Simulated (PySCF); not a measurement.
**Ag²⁺: excitation energy**

Ag²⁺ [Kr] 4d9 (2D) → Ag²⁺ [Kr] 4d8 5s1 (4F), as a difference of total energies. Calculation: PySCF 2.14, in x2c-TZVPPall; scalar relativity by spin-free X2C-1e. Correlated levels: valence: [Kr] frozen; valence and next inner shell: [Ar] 3d10 frozen. The calculations carry no spin-orbit coupling.

```json
{"method": "UHF", "excitation energy (eV)": "7.387"}
{"method": "LDA", "excitation energy (eV)": "7.986"}
{"method": "PBE", "excitation energy (eV)": "7.842"}
{"method": "PBE0", "excitation energy (eV)": "7.954"}
{"method": "r2SCAN", "excitation energy (eV)": "7.707"}
{"method": "MN15", "excitation energy (eV)": "8.494"}
{"method": "B97-3", "excitation energy (eV)": "8.306"}
{"method": "M06-2X", "excitation energy (eV)": "8.559"}
{"method": "wB97X-V", "excitation energy (eV)": "8.345"}
{"method": "MP2 (valence)", "excitation energy (eV)": "8.281"}
{"method": "SCS-MP2 (valence)", "excitation energy (eV)": "8.400"}
{"method": "MP2 (valence and next inner shell)", "excitation energy (eV)": "8.115"}
{"method": "SCS-MP2 (valence and next inner shell)", "excitation energy (eV)": "8.151"}
```

Question: How much does correlation contribute at MP2 (valence and next inner shell)?

Answer: 8.115 − (7.387) = 0.728 eV, measured against UHF.

A first-order spin-orbit estimate (lowest level to lowest level, LS coupling) adds -0.129 eV.

The basis was made for the ground configuration and has no added diffuse functions, so the excitation energy can come out too high.
